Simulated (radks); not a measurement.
The niobium ion Nb4+, 37 electrons, occupied as [Kr] 4d1. Method: scalar-relativistic Kohn-Sham, PBE, spin-unpolarised, spherical densities, point nucleus; computed with a radial shooting solver on a logarithmic mesh with Libxc functionals.

Normalised radial functions P(r) = r R(r), r in bohr:

r	3s	4d
0.002731	0.1927	0.0000
0.003129	0.2157	0.0000
0.003556	0.2391	0.0000
0.004074	0.2661	0.0000
0.004668	0.2951	0.0001
0.005305	0.3240	0.0001
0.006078	0.3562	0.0001
0.006908	0.3874	0.0002
0.007914	0.4209	0.0002
0.009067	0.4539	0.0004
0.01031	0.4832	0.0005
0.01181	0.5111	0.0007
0.01353	0.5335	0.0011
0.01537	0.5474	0.0016
0.01761	0.5518	0.0023
0.02018	0.5422	0.0033
0.02293	0.5173	0.0046
0.02628	0.4705	0.0066
0.0301	0.3993	0.0094
0.03421	0.3079	0.0130
0.0392	0.1834	0.0182
0.04491	0.0318	0.0254
0.05104	-0.1322	0.0344
0.05848	-0.3219	0.0471
0.067	-0.5152	0.0636
0.07614	-0.6852	0.0833
0.08724	-0.8328	0.1094
0.09915	-0.9194	0.1392
0.1136	-0.9327	0.1765
0.1301	-0.8450	0.2189
0.1479	-0.6602	0.2621
0.1695	-0.3572	0.3090
0.1942	0.0358	0.3529
0.2207	0.4541	0.3867
0.2528	0.8998	0.4087
0.2896	1.2884	0.4097
0.3292	1.5525	0.3855
0.3771	1.6890	0.3285
0.4321	1.6660	0.2371
0.4911	1.5149	0.1206
0.5626	1.2572	-0.0305
0.6446	0.9538	-0.2009
0.7326	0.6751	-0.3676
0.8394	0.4245	-0.5374
0.9616	0.2397	-0.6841
1.093	0.1256	-0.7867
1.252	0.0556	-0.8465
1.423	0.0225	-0.8512
1.63	0.0073	-0.8031
1.868	0.0020	-0.7096
2.123	0.0005	-0.5940
2.432	0.0001	-0.4587
2.787	0.0000	-0.3267
3.167	0.0000	-0.2180
3.629	0.0000	-0.1277
4.157	0.0000	-0.0661
4.725	0.0000	-0.0314
5.413	0.0000	-0.0122

3s: eigenvalue -485.89 eV, 2 radial nodes at r = 0.0461, 0.192 bohr, <r> = 0.443 bohr, 90 % of the charge inside 0.655 bohr. 4d: eigenvalue -43.418 eV, 1 radial node at r = 0.548 bohr, <r> = 1.61 bohr, 90 % of the charge inside 2.44 bohr.
